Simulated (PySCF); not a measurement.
Computed vibrations of [Tb(H2O)2]3+

[Tb(H2O)2]3+ (singlet in the valence; each metal's 4f electrons, 8 of them, lie in its core potential, out of spins and levels). PySCF 2.14.0, RKS PBE0, Tb lcecp-1-SVP with ECP54, O def2-SVP, H def2-SVP; non-relativistic Hamiltonian with scalar-relativistic core potentials where named; density fitting; no spin-orbit coupling. Central differences of gradients.

```xyz
7

Tb    0.0000    0.0000    0.0000
O     0.0000    0.0000    2.2612
H     0.5457    0.5457    2.8863
H    -0.5457   -0.5457    2.8863
O     0.0000    0.0000   -2.2612
H     0.5457   -0.5457   -2.8863
H    -0.5457    0.5457   -2.8863
```

Run from Python with OMP_NUM_THREADS=2. Where DIIS fails, smearing, a level shift and second-order steps follow.
It took 26 s on 2 threads of Arm Neoverse V1, on a shared host.

Q: What are the harmonic wavenumbers and infrared intensities?

A: Modes are labelled in D2d; negative numbers are unstable modes, those under 60 cm⁻¹ near the noise; a finer grid moves soft modes by up to 10 cm⁻¹.
```csv
cm⁻¹,km/mol,symmetry
-67,–,e
-67,–,e
151,0.0,b1
422,63.3,b2
422,0.0,a1
652,64.0,e
652,64.0,e
736,430.1,e
736,430.1,e
1673,333.6,b2
1676,0.0,a1
3505,1410.0,b2
3522,0.0,a1
3533,491.1,e
3533,491.1,e
```

Q: Is this a minimum?

A: No: 2 unstable; the lowest moves the atoms so:
```
Tb   0.02  0.07  0.00
O   -0.07 -0.32  0.00
H   -0.08 -0.42  0.10
H   -0.08 -0.42 -0.10
O   -0.07 -0.32  0.00
H   -0.11 -0.43  0.07
H   -0.11 -0.43 -0.07
```

An lcecp potential fixes the number of 4f electrons, so in runs with it no electron can move into or out of that shell.
